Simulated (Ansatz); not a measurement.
`[NH2][Al]([OH])[SiH3]` + `C=C[SiH2][SiH2]Cl` → `[NH2][Al]([OH])[SiH2]Cl` + `C=C[SiH2][SiH3]`  (redistribution)

Calculated with Ansatz (gas phase, PBE0-D4/def2-TZVP geometries, no zero-point term in ΔE). CCSD(T)/CBS adds triple-zeta CCSD(T) − MP2 to the extrapolated MP2 energy (def2 sets, frozen cores). DFT in def2-TZVPP. Each species was taken in one conformer, which may not be the lowest.

| level | ΔE (kcal/mol) |
| --- | --- |
| ωB97M-V | 0.2 |
| SCS-MP2/def2-QZVPP | 0.2 |
| MP2/CBS(def2) | 0.3 |
| CCSD/CBS(def2) | 0.1 |

What does CCSD(T)/CBS give? (An estimate is asked.)

Ansatz gave: +0.3 kcal/mol. The listed levels differ from it by -0.1, -0.1, 0.0, -0.2 kcal/mol.

Largest T1 diagnostic among the species: 0.013.
